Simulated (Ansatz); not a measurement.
Pb2O5H6, a hydroxylated oxide cluster was relaxed with r2SCAN-D4 (def2-SVP, def2-SVPD) in Ansatz in these states: charge -1 doublet, neutral singlet. The geometries follow in no particular order.

In the def2 sets Pb takes a core potential; there is no spin–orbit coupling.

A:

```xyz
13

Pb    1.709   -0.311    0.204
Pb   -1.479   -0.345   -0.879
O    -1.524    2.308   -0.696
O     0.307    0.704   -1.758
O     0.260   -1.871   -0.624
O    -0.372    0.505    0.929
O     0.952   -1.509    1.935
H    -0.725    2.165   -1.253
H    -1.157    2.147    0.196
H     0.588    0.405   -2.635
H     0.199   -2.356    0.226
H    -0.298   -0.136    1.679
H     1.540   -1.707    2.677
```

B:

```xyz
13

Pb   -1.325   -0.149    0.020
Pb    1.793    0.421    1.889
O     0.712    2.019   -2.101
O     0.467    1.798    0.687
O    -0.149   -0.787    1.961
O     0.398   -0.569   -1.259
O    -1.449   -2.412   -0.001
H     0.702    2.174   -1.135
H     0.704    1.040   -2.104
H     0.094    2.463    1.278
H    -0.096   -1.715    1.670
H     0.373   -1.531   -1.360
H    -2.226   -2.754    0.456
```

Judge from the bond lengths which geometry belongs to which state (an estimate).

A is the neutral singlet (Pb2–O6 2.284 Å, Pb1–Pb2 3.367 Å, Pb1–O6 2.350 Å); B is the charge -1 doublet (Pb2–O6 3.583 Å, Pb1–Pb2 3.680 Å, Pb1–O6 2.187 Å).

At r2SCAN-D4/def2-SVPD the highest occupied level of the relaxed charge -1 doublet lies above zero (up to 0.24 eV). By energy differences its removal costs 0.60 eV (each at its own geometry, to the charge 0 singlet, at PBE0-D4/def2-TZVPD). The charge -1 doublet has come apart into loosely held pieces.
